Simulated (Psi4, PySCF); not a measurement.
Here is a job for Psi4.
```
memory 2 GB

molecule {
0 1
  Si   -0.28890628    0.94648061    0.77145085
  H     0.38260808    2.12232723    0.12965429
  Si    0.20732861   -0.80767768   -0.59742707
  H     0.99631510   -0.86130348   -1.84096251
  H    -1.09168725   -1.38838644   -0.98924045
  H     0.85485143   -1.81587820    0.26421584
}

set basis def2-svpd
set scf_type pk
set puream true
set d_convergence 1e-8
set dft_radial_points 99
set dft_spherical_points 590

energy('r2scan')
print_variables()
```

Question: Give the equivalent PySCF input.

Answer: Several could match; the one computed here: 
```python
from pyscf import gto, scf, dft

mol = gto.Mole()
mol.atom = '''
    Si   -0.288906    0.946481    0.771451
    H     0.382608    2.122327    0.129654
    Si    0.207329   -0.807678   -0.597427
    H     0.996315   -0.861303   -1.840963
    H    -1.091687   -1.388386   -0.989240
    H     0.854851   -1.815878    0.264216
'''
mol.basis = 'def2-svpd'
mol.charge = 0
mol.spin = 0
mol.verbose = 4
mol.build()

mf = dft.RKS(mol)
mf.xc = 'r2scan'
mf.grids.atom_grid = (99, 590)
mf.grids.prune = None
mf.kernel()
```

Both were run: Psi4 gave -581.055427 Eh and PySCF -581.055487 Eh, 0.060 mEh apart.
